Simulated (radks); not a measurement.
Q: These are the eigenvalues of the occupied orbitals of an atom or ion with whole-number occupations (hartree). All-electron calculation, scalar-relativistic Kohn-Sham, PBEsol, spin-unpolarised, spherical densities, finite nucleus; Fermi nuclear charge, rms radius of each element as measured or else 0.836 A^(1/3) + 0.57 fm. Program: a radial shooting solver on a logarithmic mesh with Libxc functionals.

orbital  eigenvalue
1s        -1714.671
2s        -280.4028
2p        -250.2118
3s        -61.60100
3p        -52.16086
3d        -39.36602
4s        -12.41060
4p         -9.30762
4d         -4.95337
5s         -1.81796
5p         -1.08071
4f         -0.31669
6s         -0.30925

Which element is it, and in what charge state? The configuration may be excited.

A: Z = 62, samarium, charge +1: Sm+ in [Xe] 4f6 6s1. The list shows which subshells hold electrons but not how many an open one holds; the 1s level, -1714.7 hartree, gives Z - s = 58.6 by -(Z - s)^2/2, which with screening and relativity narrows Z to a few neighbours, and the depths of the outer levels then fix element, charge and occupations together.
